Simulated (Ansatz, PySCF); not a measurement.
System: P2H3, net charge 0, doublet state. It need not be the lowest isomer of its formula. 
Structure (B3LYP-D3(BJ)/def2-TZVP (Ansatz, a first-principles code) minimum search):
```
P
H 1 1.4160
H 1 1.4187 2 95.53
P 1 2.1895 2 97.11 3 100.93
H 4 1.4237 1 92.01 2 -157.85
```
Charge 0, spin multiplicity 2.

Property: atomisation energy (electronic, to ground-state atoms); the coupled-cluster value holds the core correlation from cc-pwCVTZ, in eV. Cores are frozen in the correlated levels unless marked. UHF or UKS for open shells. Spin-orbit coupling is left out. No relativistic terms. Basis-set limits of correlation are two-point, X^-3; Hartree-Fock from the larger set.

Level to compare with: CCSD(T)/CBS(cc-pV(T+d)Z,cc-pV(Q+d)Z) plus the core term (Ansatz), 12.47 eV. It is a level with limits of its own, and the differences hold the functionals' basis error too.

### Question
Rank these functionals by how close they come to CCSD(T)/CBS(cc-pV(T+d)Z,cc-pV(Q+d)Z), closest first: BP86/def2-TZVPD (PySCF); wB97X-V/def2-TZVPD (Ansatz); BLYP/def2-TZVPD (Ansatz).

### Answer
BLYP/def2-TZVPD (GGA, 12.60 eV, difference 0.13), wB97X-V/def2-TZVPD (range-separated hybrid with VV10, 12.89 eV, difference 0.42), BP86/def2-TZVPD (GGA, 13.07 eV, difference 0.60)
